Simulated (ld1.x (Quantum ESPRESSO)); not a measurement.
**An all-electron radial function and its pseudo partner (Ni (Z = 28))**

Columns: radius, all-electron u(r) and pseudo u(r) of the 4p shell (level -1.23 eV) of nickel in the configuration [Ar] 3d8 4s2 4p0; PBE, scalar-relativistic, RRKJ scheme, ld1.x (Quantum ESPRESSO) 7.5.

```
r (bohr)  all-electron  pseudo
   0.165        0.0864  0.0031
   0.330       -0.0630  0.0123
   0.495       -0.1578  0.0279
   0.660       -0.1522  0.0499
   0.825       -0.0898  0.0785
   0.990       -0.0067  0.1132
   1.155        0.0782  0.1532
   1.320        0.1566  0.1970
   1.485        0.2255  0.2430
   1.650        0.2843  0.2889
   1.815        0.3337  0.3327
   1.980        0.3744  0.3724
   2.145        0.4074  0.4065
   2.310        0.4334  0.4341
   2.475        0.4534  0.4550
   2.640        0.4680  0.4698
   2.805        0.4780  0.4792
   2.970        0.4839  0.4844
   3.135        0.4863  0.4864
   3.300        0.4857  0.4857
   3.465        0.4827  0.4827
   3.630        0.4776  0.4776
   3.795        0.4708  0.4708
   3.960        0.4626  0.4626
   4.125        0.4533  0.4533
   4.290        0.4432  0.4432
```

How many radial nodes do the two functions have?

The all-electron 4p function has n − l − 1 = 2; the pseudo-wave has 0, since the states of the same l below it are removed with the core.

At about which radius was the pseudo-wave matched?

3.30 bohr, where the columns begin to agree (steps of 0.17 bohr).

Is the pseudo-wave norm-conserving?

Yes: the RRKJ scheme keeps the norm inside the radius equal to the all-electron one, which fixes the energy derivative of the logarithmic derivative at the level.
